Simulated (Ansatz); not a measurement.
Mulliken charges of `OBCF` from PBE/def2-TZVPP in Ansatz (PBE0-D4/def2-TZVP geometry).

```tsv
atom	x (Å)	y (Å)	z (Å)	charge (e)
O1	-0.242	1.079	-1.169	-0.225
B2	0.107	0.598	0.045	0.053
C3	-0.021	-0.955	0.254	0.032
F4	0.362	-1.355	1.528	-0.223
H5	-0.147	2.031	-1.246	0.210
H6	0.494	1.327	0.917	-0.021
H7	0.596	-1.497	-0.474	0.087
H8	-1.056	-1.285	0.090	0.087
```

Question: By hand: the dipole of these point charges (1 e Å = 4.8032 D).

Answer: Σ q r = (-0.103, 0.217, -0.382) e Å, of length 0.451 e Å = 2.17 D.

Question: How does the dipole of the full density compare? (Estimate.)

Answer: Ansatz gave: (-0.065, 0.373, -0.331) e Å, 2.42 D; the point charges give 0.90 times that, at 19° from its direction.

Point charges leave out the atoms' own dipoles, such as those of lone pairs, and Mulliken's split depends on the basis, so the two needn't agree.
